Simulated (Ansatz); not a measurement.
## Ansatz (development build ahead of 0.2.0) run

```yaml
crystal:
  periodic: [false, false, false]
  atoms:
    - { symbol: V, position_ang: [0.0, 0.0, 0.0] }
    - { symbol: C, position_ang: [0.0, 0.0, 3.344] }
basis:
  gaussian: { orbitals: pcseg-2 }
total_charge: 1
magnetization:
  initial_magnetization: 2
hamiltonian:
  xc: pbe0
```

The input is written out in the form of the current development build from the run's settings.

The run gave:

* Converged: yes
* Total energy: -981.17920 hartree
* Spin squared of the determinant: 2.000
* Stability test: minimum among restricted orbitals

Caution: stretched shape with no unrestricted run beside it, a lower state can exist; other spin multiplicities were not run.
